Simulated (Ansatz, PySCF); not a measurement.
BaO, SMILES [O]=[Ba].

Coordinates come from a r2SCAN-D4/def2-TZVPD optimisation. The def2 effective core potentials stand for the cores of Ba; spin–orbit coupling is left out.

Vertical ionisation energy (IE) and electron affinity (EA) in eV. Rows of orbital energies are one-electron estimates. Where ΔSCF, EOM or ADC give a negative EA the extra electron is unbound and the value depends on the basis.

| level | IE | EA |
|---|---|---|
| −ε(HOMO), −ε(LUMO), r2SCAN/def2-TZVPD (PySCF) | 3.63 | 1.22 |
| −ε(HOMO), −ε(LUMO), B3LYP/def2-TZVPD (PySCF) | 4.50 | 1.54 |
| −ε(HOMO), −ε(LUMO), PBE/def2-TZVPD (PySCF) | 3.58 | 1.79 |
| ΔSCF, CAM-B3LYP/def2-TZVPD (Ansatz), final states of multiplicity 2 and 2 | 6.66 | 0.36 |
| ΔSCF, PBE/def2-TZVPD (Ansatz), final states of multiplicity 2 and 2 | 6.99 | 0.39 |

Q: What vertical singlet–triplet gap does ΔSCF give with CAM-B3LYP/def2-TZVPD (Ansatz, a program for electronic structure) and with PBE/def2-TZVPD (Ansatz)? (Estimate from the structure and the level; the computed values follow.)

A: 2.02 and 2.31 eV (triplet above singlet where positive).
